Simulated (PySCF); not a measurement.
# Radial density of Fe²⁺ (iron, charge +2)

M06-2X, [Ar] 3d6, high-spin 5D determinant. Calculation: PySCF 2.14, in pcseg-2 (6s4p3d2f1g, 56 functions); the non-relativistic Hamiltonian (point nucleus).

```csv
r (bohr),4πr²ρ (e/bohr),4πr²(ρα − ρβ)
0.00115,0.1854,0.0000
0.00193,0.5039,0.0000
0.00324,1.331,-0.0001
0.00546,3.357,-0.0001
0.00918,7.826,-0.0003
0.0154,16.01,-0.0006
0.0260,26.39,-0.0006
0.0437,31.07,0.0009
0.0735,25.56,0.0095
0.124,27.80,0.0629
0.208,34.09,0.4060
0.350,16.76,1.7352
0.588,15.65,3.6334
0.989,11.96,3.0508
1.66,2.402,0.9726
2.80,0.1754,0.0821
4.71,0.002097,0.0003
```
